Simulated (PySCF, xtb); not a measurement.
C3H3, SMILES c1c[cH+]1, charge +1.

GFN2-xTB (xtb 6.7.1) at its own geometry gives an orbital gap of 5.23 eV.

Coordinates come from a PBE-D3(BJ)/def2-TZVP optimisation.

Problem. What does PySCF with PBE/def2-TZVPD give? (An estimate is asked for; the answer gives what the named calculation found.)

Solution. gap 7.03 eV (levels -16.16 and -9.13 eV).
